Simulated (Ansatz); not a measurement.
One change: `CC1=CC(C(F)(F)F)=[O+][Ti-]([CH3])([F])([F])[O]1` becomes `CC1=CC(C(F)(F)F)=[O+][Ga-]([CH3])([CH3])[O]1`.

Ansatz, PBE0-D4/def2-TZVP geometries, multiplicity 1. 

Scalar relativity is left out up to krypton.

```json
{"property": "size of the dipole moment (PBE/def2-TZVPP) / D", "`CC1=CC(C(F)(F)F)=[O+][Ti-]([CH3])([F])([F])[O]1`": "4.72"}
{"property": "HOMO energy (ωB97M-V/def2-TZVPP) / eV", "`CC1=CC(C(F)(F)F)=[O+][Ti-]([CH3])([F])([F])[O]1`": "-10.33"}
{"property": "HOMO–LUMO gap (ωB97M-V/def2-TZVPP) / eV", "`CC1=CC(C(F)(F)F)=[O+][Ti-]([CH3])([F])([F])[O]1`": "9.58"}
{"property": "LUMO energy (ωB97M-V/def2-TZVPP) / eV", "`CC1=CC(C(F)(F)F)=[O+][Ti-]([CH3])([F])([F])[O]1`": "-0.76"}
{"property": "size of the dipole moment (B3LYP/def2-TZVPP) / D", "`CC1=CC(C(F)(F)F)=[O+][Ti-]([CH3])([F])([F])[O]1`": "4.99"}
{"property": "HOMO energy (PBE/def2-TZVPP) / eV", "`CC1=CC(C(F)(F)F)=[O+][Ti-]([CH3])([F])([F])[O]1`": "-6.68"}
```

(1) Give the same properties after the change, and the shifts. (An estimate is asked.)

Results:

(1) Computed: 
```json
{"property": "size of the dipole moment (PBE/def2-TZVPP) / D", "`CC1=CC(C(F)(F)F)=[O+][Ga-]([CH3])([CH3])[O]1`": "2.99", "shift": "-1.73"}
{"property": "HOMO energy (ωB97M-V/def2-TZVPP) / eV", "`CC1=CC(C(F)(F)F)=[O+][Ga-]([CH3])([CH3])[O]1`": "-9.32", "shift": "1.01"}
{"property": "HOMO–LUMO gap (ωB97M-V/def2-TZVPP) / eV", "`CC1=CC(C(F)(F)F)=[O+][Ga-]([CH3])([CH3])[O]1`": "9.15", "shift": "-0.43"}
{"property": "LUMO energy (ωB97M-V/def2-TZVPP) / eV", "`CC1=CC(C(F)(F)F)=[O+][Ga-]([CH3])([CH3])[O]1`": "-0.17", "shift": "0.59"}
{"property": "size of the dipole moment (B3LYP/def2-TZVPP) / D", "`CC1=CC(C(F)(F)F)=[O+][Ga-]([CH3])([CH3])[O]1`": "3.23", "shift": "-1.76"}
{"property": "HOMO energy (PBE/def2-TZVPP) / eV", "`CC1=CC(C(F)(F)F)=[O+][Ga-]([CH3])([CH3])[O]1`": "-6.04", "shift": "0.64"}
```

With PBE0 the HOMO rises by 0.94 eV and the LUMO rises by 0.59 eV, so the gap narrows by about 0.35 eV. PBE moves the HOMO by 0.64 eV and ωB97M-V by 1.01 eV. Dipoles are sizes alone; their direction can turn.

B3LYP here is the variant with VWN-RPA as its local correlation; programs differ in this.
